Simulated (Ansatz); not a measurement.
Geometry optimisation, RKS r2SCAN-D4/def2-SVP (Ansatz).

The input (input.yaml):

```yaml
crystal:
  periodic: [false, false, false]
  atoms:
    - { symbol: Ti, position_ang: [0.0, 0.0, 0.0] }
    - { symbol: Cl, position_ang: [0.0, 0.0, 2.37] }
    - { symbol: F, position_ang: [1.7257, 0.0, -0.6094] }
    - { symbol: F, position_ang: [-0.8619, 1.4933, -0.6094] }
    - { symbol: "N", position_ang: [-0.9703, -1.681, -0.686] }
    - { symbol: H, position_ang: [-1.5052, -2.2973, -0.0095] }
    - { symbol: H, position_ang: [-0.9349, -1.9302, -1.7156] }
basis:
  gaussian: { orbitals: def2-SVP }
hamiltonian:
  xc: r2scan
  dispersion: d4
relax:
  f_tol: 0.02
  max_steps: 40
```

Command:

```bash
$ ansatz run input.yaml --threads 2 --pin off --max-ram 3072MiB --backend cpu --events-out ev --progress --plain --runs-dir out
```

Task: Where does it end, and by what steps?

Result: The forces met the threshold. The force dipped under the threshold on the way, but the program's further checks kept it going. After 19 steps the energy has fallen by 1.070 eV; H7 moved furthest, 1.03 Å.

| step | energy less start (eV) | largest force component (eV/Å) | accepted |
| --- | --- | --- | --- |
| 0 | 0.0000 | 2.415 | yes |
| 1 | -0.9564 | 1.009 | yes |
| 2 | -0.9945 | 0.150 | yes |
| 3 | -0.9979 | 0.083 | yes |
| 4 | -1.0002 | 0.083 | yes |
| 5 | -0.9917 | 0.906 | no |
| 6 | -1.0060 | 0.109 | yes |
| 7 | -1.0110 | 0.294 | yes |
| 8 | -1.0263 | 0.195 | yes |
| 9 | -1.0467 | 0.165 | yes |
| 10 | -1.0245 | 1.030 | no |
| 11 | -1.0549 | 0.099 | yes |
| 12 | -1.0619 | 0.095 | yes |
| 13 | -1.0618 | 0.488 | no |
| 14 | -1.0664 | 0.083 | yes |
| 15 | -1.0691 | 0.017 | yes |
| 16 | -1.0687 | 0.198 | no |
| 17 | -1.0697 | 0.022 | yes |
| 18 | -1.0697 | 0.039 | yes |
| 19 | -1.0698 | 0.002 | yes |

```xyz
7
Properties=species:S:1:pos:R:3
Ti -0.038 -0.027 -0.012
Cl 0.280 -0.198 2.169
F 1.509 0.057 -0.807
F -1.086 1.326 -0.330
N -0.892 -1.534 -0.648
H -1.904 -1.655 -0.683
H -0.416 -2.384 -0.951
```

Whether the end is a true minimum wasn't checked by a vibrational analysis.

Time of the run: 100 s on 2 threads of Arm Neoverse V1 (shared host), peak memory 0.18 GiB.
